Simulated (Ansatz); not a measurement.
Consider the isomerisation: `CO[Si]OC` → `O=COC[SiH3]`.

Program: Ansatz. Geometries: PBE0-D4/def2-TZVP. ΔE: electronic, gas phase. CCSD(T)/CBS is the MP2 limit (def2-TZVPP, def2-QZVPP) plus CCSD(T) − MP2 in def2-TZVPP, frozen cores. DFT in def2-TZVPP. B3LYP here is the variant with VWN-RPA as its local correlation; programs differ in this. One conformer a species, not always the lowest.

`CO[Si]OC`:

Z-matrix (Å, degrees):
```
C
O 1 1.407
H 1 1.093 2 111.9
H 1 1.094 2 110.5 3 121.5
H 1 1.092 2 108.7 3 -119.8
Si 2 1.642 1 139.2 3 -33.6
O 6 1.642 2 108.4 1 -7.5
C 7 1.407 6 139.2 2 -7.5
H 8 1.092 7 108.7 6 -153.2
H 8 1.093 7 111.9 6 -33.4
H 8 1.094 7 110.5 6 88.0
```

`O=COC[SiH3]`:

```xyz
11

O    -0.791    0.486    2.082
C     0.373    0.271    1.912
O     0.910   -0.369    0.875
C    -0.008   -0.837   -0.130
Si   -0.237    0.438   -1.513
H     1.177    0.572    2.599
H     0.433   -1.755   -0.524
H    -0.967   -1.079    0.332
H    -0.726    1.721   -0.952
H     1.060    0.662   -2.202
H    -1.224   -0.109   -2.481
```

CCSD(T)/CBS gives +1.38 eV.

(1) Another level gave +1.21 eV. Which?
A. MP2/def2-TZVPP
B. PBE0/def2-TZVPP
C. B3LYP-D4/def2-TZVPP
D. HF/def2-TZVPP

Largest T1 diagnostic among the species: 0.015.

## Answers

(1) B. PBE0 1.21, B3LYP-D4 1.36, HF/def2-TZVPP 1.27, MP2/def2-TZVPP 1.32 eV.

In def2-TZVPP, CCSD(T) changes the Hartree–Fock value by +0.04 eV (the triples alone add −0.05 eV) and MP2 by +0.05 eV. From PBE to PBE0 (25 % exact exchange), in def2-TZVPP and without D4, ΔE moves by +0.06 eV.
